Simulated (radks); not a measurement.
Values are calculated unless marked as measured or tabulated.
Radial electron density D(r) = 4 pi r^2 rho(r) of an atom or ion with 20 electrons. Code: a radial shooting solver on a logarithmic mesh with Libxc functionals. Model: non-relativistic Kohn-Sham, PBE, spin-polarised, spherical densities, point nucleus.

| r (bohr) | D(r) (e/bohr) | spin D(r) |
|---|---|---|
| 0.005348 | 4.394 | -0.000167 |
| 0.006029 | 5.370 | -0.000204 |
| 0.006853 | 6.613 | -0.000251 |
| 0.007726 | 7.993 | -0.000303 |
| 0.008781 | 9.713 | -0.000368 |
| 0.009981 | 11.71 | -0.000443 |
| 0.01125 | 13.83 | -0.000523 |
| 0.01279 | 16.35 | -0.000617 |
| 0.01454 | 19.09 | -0.000720 |
| 0.01639 | 21.82 | -0.000821 |
| 0.01863 | 24.79 | -0.000930 |
| 0.021 | 27.52 | -0.00103 |
| 0.02387 | 30.21 | -0.00112 |
| 0.02713 | 32.48 | -0.00120 |
| 0.03059 | 34.05 | -0.00123 |
| 0.03477 | 34.98 | -0.00121 |
| 0.0392 | 35.06 | -0.00111 |
| 0.04455 | 34.33 | -0.000846 |
| 0.05063 | 32.90 | -0.000271 |
| 0.05709 | 31.23 | 0.000795 |
| 0.06489 | 29.53 | 0.00300 |
| 0.07375 | 28.45 | 0.00725 |
| 0.08315 | 28.42 | 0.0146 |
| 0.0945 | 29.69 | 0.0286 |
| 0.1066 | 32.01 | 0.0515 |
| 0.1211 | 35.21 | 0.0923 |
| 0.1376 | 38.27 | 0.159 |
| 0.1552 | 40.03 | 0.255 |
| 0.1764 | 39.84 | 0.408 |
| 0.2005 | 37.07 | 0.624 |
| 0.226 | 32.40 | 0.896 |
| 0.2569 | 26.24 | 1.26 |
| 0.2896 | 20.72 | 1.67 |
| 0.3292 | 16.52 | 2.14 |
| 0.3741 | 14.84 | 2.61 |
| 0.4218 | 15.35 | 2.97 |
| 0.4794 | 17.00 | 3.21 |
| 0.5406 | 18.20 | 3.23 |
| 0.6144 | 17.92 | 3.00 |
| 0.6983 | 15.69 | 2.56 |
| 0.7873 | 12.30 | 2.01 |
| 0.8948 | 8.279 | 1.41 |
| 1.017 | 4.802 | 0.878 |
| 1.147 | 2.497 | 0.501 |
| 1.303 | 1.054 | 0.240 |
| 1.469 | 0.3964 | 0.105 |
| 1.67 | 0.1144 | 0.0362 |
| 1.898 | 0.02631 | 0.0101 |
| 2.14 | 0.005296 | 0.00245 |
| 2.432 | 0.0007377 | 0.000411 |

What is the nuclear charge?

Answer. Z = 29. The innermost maximum, from 1s, lies near 1/Z = 0.0345 bohr (found: 0.0374), and its height grows with Z. The density is that of the copper ion Cu9+ in [Ar] 3d2; the configuration itself is not fixed sharply by these data, and Z only to about a unit. D(r) has 3 maxima, at r = 0.0374, 0.164, 0.567 bohr, and minima at 0.0786, 0.383 bohr, inside which lie 2.10, 10.61 electrons.
